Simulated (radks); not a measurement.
The numbers below are computed, except where a source is named.
Task: The technetium ion Tc+, configuration [Kr] 4d5 5s1. Code: a radial shooting solver on a logarithmic mesh with Libxc functionals. Model: scalar-relativistic Kohn-Sham, PBE, spin-polarised, spherical densities, finite nucleus; open shells are filled with parallel spins first (spin-orbit coupling, left out, can overturn this in heavy ions); Fermi nuclear charge, rms radius 4.4112 fm. Some entries of the table are withheld. Estimate them.

| orbital | occ. | eigenvalue (Ry) | <r^2> (bohr^2) |
|---|---|---|---|
| 1s up | 1 | -1534.280 | 0.001586 |
| 1s down | 1 | -1534.280 | 0.001586 |
| 2s up | 1 | -219.3572 | 0.02638 |
| 2s down | 1 | -219.3105 | 0.02638 |
| 2p up | 3 | -196.3742 | 0.02077 |
| 2p down | 3 | -196.3390 | 0.02076 |
| 3s up | 1 | -38.63942 | 0.1976 |
| 3s down | 1 | -38.61423 | 0.1976 |
| 3p up | 3 | -31.09716 | 0.2017 |
| 3p down | 3 | -31.06868 | 0.2016 |
| 3d up | 5 | -18.89625 | 0.1912 |
| 3d down | 5 | -18.85241 | 0.1909 |
| 4s up | 1 | -6.01951 | (1) |
| 4s down | 1 | -5.77759 | (2) |
| 4p up | 3 | (3) | 1.585 |
| 4p down | 3 | (4) | 1.563 |
| 4d up | 5 | -1.12625 | 3.306 |
| 5s up | 1 | -0.89354 | 9.952 |
| 4d down | 0 | -0.83986 | 3.421 |

Result: 
(1) 4s up <r^2> (bohr^2): 1.276
(2) 4s down <r^2> (bohr^2): 1.258
(3) 4p up eigenvalue (Ry): -3.96971
(4) 4p down eigenvalue (Ry): -3.70561
